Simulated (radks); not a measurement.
Problem. Dipole-allowed excitations along the series with 3 electrons in [He] 2s1. Method: scalar-relativistic Kohn-Sham, LB94 model potential, spin-polarised, spherical densities, finite nucleus; open shells are filled with parallel spins first; Fermi nuclear charge, rms radius of each element as measured or else 0.836 A^(1/3) + 0.57 fm; computed with a radial shooting solver on a logarithmic mesh with Libxc functionals. Time-dependent linear response with the Hartree and adiabatic LDA kernel, continuum included through the Sternheimer equations, no spin-orbit coupling, so fine structure and intercombination lines are absent. Lines are the poles of the dipole polarisability below minus the highest occupied eigenvalue, found on a grid refined at the orbital gaps; the lowest seven at most are given, and weak or close lines can be missed. The first line takes the name of the lowest orbital gap if no other gap lies below it; otherwise a line is named after a gap within 0.6 % of it, if that gap stands alone.

species  -e(HOMO) (eV)  lowest orbital gap (eV)  first line (eV)      f  strongest line (eV)  its f  static alpha (bohr^3)
N4+             97.122              2s-2p 8.863    9.639 (2s-2p)  0.200  57.519 (unassigned)  0.285                  1.689
O5+             137.17             2s-2p 10.634   11.552 (2s-2p)  0.170  80.499 (unassigned)  0.306                 0.9967
Ne7+            237.78             2s-2p 14.234   15.431 (2s-2p)  0.132  137.90 (unassigned)  0.333                 0.4295
Mg9+            365.81             2s-2p 17.961   19.438 (2s-2p)  0.109  210.61 (unassigned)  0.350                 0.2213

Estimate the first line of F6+, its oscillator strength and the static polarisability.

Solution. 13.479 eV (2s-2p), f = 0.149, alpha = 0.6359 bohr^3.
